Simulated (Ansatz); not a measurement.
Geometry optimisation, RHF/def2-SVP (Ansatz 0.2.0).

Input file:

```yaml
crystal:
  periodic: [false, false, false]
  atoms:
    - { symbol: "N", position_ang: [-1.1462, 1.4778, 0.4391] }
    - { symbol: Si, position_ang: [-0.3357, -0.037, 0.6068] }
    - { symbol: Ge, position_ang: [-0.33871, -0.62334, 2.82108] }
    - { symbol: C, position_ang: [1.40768, 0.0681, 0.08106] }
    - { symbol: F, position_ang: [2.10816, 1.05878, 0.76532] }
    - { symbol: H, position_ang: [-0.6564, 2.2458, 0.9742] }
    - { symbol: H, position_ang: [-1.0892, 1.7993, -0.5735] }
    - { symbol: H, position_ang: [-1.05722, -1.06324, -0.14053] }
    - { symbol: H, position_ang: [-1.85959, -0.77639, 3.3212] }
    - { symbol: H, position_ang: [0.37476, 0.41533, 3.66025] }
    - { symbol: H, position_ang: [0.34822, -2.02086, 2.9848] }
    - { symbol: H, position_ang: [1.41171, 0.37599, -1.04535] }
    - { symbol: H, position_ang: [1.93191, -0.82895, 0.10978] }
basis:
  gaussian: { orbitals: def2-SVP }
hamiltonian:
  xc: hf
relax:
  f_tol: 0.015
  max_steps: 40
```

Launched with:

```bash
$ ansatz run input.yaml --threads 2 --pin off --max-ram 3072MiB --backend cpu --events-out ev --progress --plain --runs-dir out
```

Where does it end, and by what steps?

The forces met the threshold. After 13 steps the energy has fallen by 0.688 eV; F5 moved furthest, 0.43 Å.

```json
{"step": "0", "energy less start (eV)": "0.0000", "largest force component (eV/Å)": "3.336", "accepted": "yes"}
{"step": "1", "energy less start (eV)": "-0.5656", "largest force component (eV/Å)": "0.843", "accepted": "yes"}
{"step": "2", "energy less start (eV)": "-0.6374", "largest force component (eV/Å)": "0.380", "accepted": "yes"}
{"step": "3", "energy less start (eV)": "-0.6571", "largest force component (eV/Å)": "0.317", "accepted": "yes"}
{"step": "4", "energy less start (eV)": "-0.6709", "largest force component (eV/Å)": "0.239", "accepted": "yes"}
{"step": "5", "energy less start (eV)": "-0.6792", "largest force component (eV/Å)": "0.122", "accepted": "yes"}
{"step": "6", "energy less start (eV)": "-0.6824", "largest force component (eV/Å)": "0.225", "accepted": "yes"}
{"step": "7", "energy less start (eV)": "-0.6848", "largest force component (eV/Å)": "0.100", "accepted": "yes"}
{"step": "8", "energy less start (eV)": "-0.6859", "largest force component (eV/Å)": "0.071", "accepted": "yes"}
{"step": "9", "energy less start (eV)": "-0.6849", "largest force component (eV/Å)": "0.211", "accepted": "no"}
{"step": "10", "energy less start (eV)": "-0.6874", "largest force component (eV/Å)": "0.036", "accepted": "yes"}
{"step": "11", "energy less start (eV)": "-0.6880", "largest force component (eV/Å)": "0.016", "accepted": "yes"}
{"step": "12", "energy less start (eV)": "-0.6879", "largest force component (eV/Å)": "0.058", "accepted": "no"}
{"step": "13", "energy less start (eV)": "-0.6880", "largest force component (eV/Å)": "0.008", "accepted": "yes"}
```

```xyz
13
Properties=species:S:1:pos:R:3
N -1.083 1.572 0.393
Si -0.322 0.034 0.552
Ge -0.351 -0.601 2.876
C 1.497 -0.030 -0.028
F 2.280 0.677 0.859
H -0.893 2.319 1.033
H -1.401 1.919 -0.491
H -1.052 -0.932 -0.308
H -1.771 -0.990 3.320
H 0.117 0.571 3.753
H 0.577 -1.799 3.132
H 1.630 0.407 -1.020
H 1.870 -1.056 -0.067
```

Whether the end is a true minimum wasn't checked by a vibrational analysis.

Run time: 39 s on 2 threads of Arm Neoverse V2, on a shared host, peak memory 0.34 GiB.
